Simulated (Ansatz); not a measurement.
Basis-set extrapolation for `C=CN[SiH2]C` (PBE0-D4/def2-TZVP geometry, frozen core, Ansatz 0.2.0). Multiplicity 1, RHF reference.

```
                      def2-TZVPP   def2-QZVPP
                 HF  -462.319381  -462.336923
    MP2 correlation    -0.839697    -0.895866
CCSD(T) correlation    -0.929326      not run
```

Energies in hartree. Use E(X) = E(∞) + A·exp(−7.88·√X) for Hartree–Fock and E(X) = E(∞) + B·X^(−2.97) for correlation, with X = 3 and 4, and add CCSD(T) minus MP2 of the smaller set to the MP2 limit.

**Question.** What is the CCSD(T) energy at the basis-set limit?

**Answer.** HF limit: -462.336923 + (-0.017542) × 0.13774 = -462.33934. MP2 limit: -0.895866 + (-0.056169) × 0.74074 = -0.93747. Higher-order term: -0.929326 − (-0.839697) = -0.08963. Total: -463.36644 hartree, 73.9 kcal/mol below CCSD(T)/def2-TZVPP.
